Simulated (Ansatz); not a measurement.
Mulliken charges of Cl3FMoO (`[O]=[Mo]([F])([Cl])([Cl])[Cl]`) from ωB97M-V/def2-TZVPP in Ansatz (PBE0-D4/def2-TZVP geometry).

```csv
atom,x (Å),y (Å),z (Å),charge (e)
O1,-1.709,-0.109,0.203,-0.339
Mo2,-0.080,-0.030,0.050,1.140
F3,0.571,-0.526,1.707,-0.320
Cl4,0.578,-2.106,-0.593,-0.167
Cl5,0.186,0.636,-2.102,-0.146
Cl6,0.495,2.071,0.689,-0.167
```

Task: By hand: the dipole of these point charges (1 e Å = 4.8032 D).

Result: Σ q r = (0.099, 0.084, -0.267) e Å, of length 0.297 e Å = 1.43 D.

Task: How does the dipole of the full density compare? (Estimate.)

Result: Computed: (-0.012, 0.032, -0.104) e Å, 0.53 D; the point charges give 2.70 times that, at 26° from its direction.

Point charges leave out the atoms' own dipoles, such as those of lone pairs, and Mulliken's split depends on the basis, so the two needn't agree.
